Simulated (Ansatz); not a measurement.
Predict a relaxed structure of SiH2Me(NHMe) (C₂H₉NSi), charge 0, singlet, at PBE0-D4/def2-SVP (Ansatz).


```csv
atom,x (Å),y (Å),z (Å)
Si1,-0.7515,0.3813,0.1447
H2,-0.6891,1.1151,1.4493
H3,-1.3711,1.3307,-0.8479
C4,-1.8422,-1.1387,0.2546
H5,-2.8706,-0.8575,0.5296
H6,-1.4604,-1.8432,1.0088
H7,-1.8908,-1.6618,-0.7139
N8,0.8627,-0.1233,-0.2398
C9,2.0181,0.7386,-0.1983
H10,0.9557,-0.8962,-0.8906
H11,2.1861,1.3254,-1.1236
H12,1.9131,1.4635,0.6254
H13,2.9400,0.1661,0.0017
```
 This is one stationary point.
